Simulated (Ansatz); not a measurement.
`C=C=[CH][GeH3]` + `OC(O)=S` → `OC(=S)[O][GeH3]` + `C=C=C`  (ligand exchange at a Ge–C bond)

Calculated with Ansatz (gas phase, PBE0-D4/def2-TZVP geometries, no zero-point term in ΔE). CBS: MP2 limit from def2 TZ/QZ plus the TZ coupled-cluster correction, frozen cores. This one scheme is used for every species. Functionals use def2-TZVPP. B3LYP here is the variant with VWN-RPA as its local correlation; programs differ in this. For Ge outer-core shells are correlated without core-valence functions, which leaves a few kJ/mol of doubt a bond. Scalar relativity is left out up to krypton. One conformer a species, not always the lowest.

```json
{"level": "B3LYP-D4", "ΔE (eV)": "-0.39"}
{"level": "ωB97X-V", "ΔE (eV)": "-0.38"}
{"level": "B2PLYP", "ΔE (eV)": "-0.38"}
{"level": "PBE", "ΔE (eV)": "-0.28"}
```

(1) What does CCSD(T)/CBS give? (Best estimate.)

Largest T1 diagnostic among the species: 0.016.

## Answers

(1) The calculation gave: -0.35 eV. The listed levels differ from it by -0.04, -0.03, -0.03, 0.07 eV.

In def2-TZVPP, CCSD(T) changes the Hartree–Fock value by +0.13 eV (the triples alone add +0.01 eV) and MP2 by +0.16 eV.
